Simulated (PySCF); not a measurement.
Molecule: SMILES c1(C(F)F)ccccn1, C$_{6}$H$_{5}$F$_{2}$N.

Geometry (Å), atoms numbered from 1 in this order:
```xyz
14

F     2.6243   -1.2357   -0.4435
C     2.1891    0.0065   -0.1082
F     2.6951    0.2506    1.1286
C     0.6821    0.0656   -0.0956
C    -0.0530   -0.7728    0.7326
C    -1.4348   -0.6700    0.6990
C    -2.0143    0.2568   -0.1524
C    -1.1826    1.0438   -0.9365
N     0.1347    0.9534   -0.9116
H     2.6238    0.7300   -0.8116
H     0.4494   -1.4773    1.3764
H    -2.0460   -1.3013    1.3267
H    -3.0855    0.3679   -0.2084
H    -1.5830    1.7819   -1.6177
```

Frames of a GFN2-xTB Langevin trajectory at 300 K; GIAO PBE0/pcSseg-1 shieldings in PySCF 2.14, gas phase, non-relativistic; equivalent atoms averaged within each frame.

Chemical shifts δ = σref − σ; $^{19}$F (σ = 170.95 ppm) vs CFCl3; $^{13}$C (σ = 186.93 ppm), $^{1}$H (σ = 31.72 ppm) against TMS; $^{15}$N (σ = 267.73 ppm) vs NH3, all at this level. The references are static minima.

How do the shifts (ppm) fluctuate along the trajectory?

## Answers


```
         time (fs)   F1/F3     C4     C8     C6     C2     C5     C7     N9   H14   H11
optimised geometry  -123.3  161.5  154.5  143.3  124.0  128.1  130.5  352.5  8.94  8.11
               250   -90.5  166.5  156.5  146.0  137.8  133.6  127.8  377.3  8.88  8.47
               425  -131.6  165.0  159.6  147.7  123.7  126.9  130.9  355.2  8.92  7.87
               625  -118.8  168.9  153.3  144.5  125.1  127.1  129.8  359.3  8.81  8.34
               800  -103.0  151.7  148.3  140.0  130.4  125.5  122.1  354.7  9.56  7.58
              1000  -120.7  159.3  164.0  143.7  124.6  134.7  134.0  377.0  9.58  8.17
    mean of frames  -112.9  162.3  156.3  144.4  128.3  129.6  128.9  364.7  9.15  8.09
standard deviation    16.2    6.9    6.0    2.9    5.9    4.2    4.4   11.5  0.38  0.36
```

5 frames give an uncertainty of the mean of about the standard deviation over 2.2 at best, since frames this close in time may not be independent; classical motion lacks zero-point vibration, and the reference would need the same averaging.
